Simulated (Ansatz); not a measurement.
Mulliken charges of FGaH2Zn, SMILES `[F][GaH][ZnH]` from PBE/def2-TZVPP in Ansatz (PBE0-D4/def2-TZVP geometry).

| atom | x (Å) | y (Å) | z (Å) | charge (e) |
| --- | --- | --- | --- | --- |
| F1 | -2.184 | -0.204 | 0.067 | -0.354 |
| Ga2 | -0.506 | -0.784 | 0.094 | 0.463 |
| Zn3 | 1.104 | 1.045 | -0.159 | 0.063 |
| H4 | -0.480 | -2.350 | 0.277 | -0.057 |
| H5 | 2.116 | 2.220 | -0.321 | -0.115 |

Q: By hand: the dipole of these point charges (1 e Å = 4.8032 D).

A: Σ q r = (0.392, -0.346, 0.031) e Å, of length 0.524 e Å = 2.52 D.

Q: How does the dipole of the full density compare? (Estimate.)

A: Ansatz gave: (0.473, -0.043, -0.007) e Å, 2.28 D; the point charges give 1.11 times that, at 36° from its direction.

Point charges leave out the atoms' own dipoles, such as those of lone pairs, and Mulliken's split depends on the basis, so the two needn't agree.
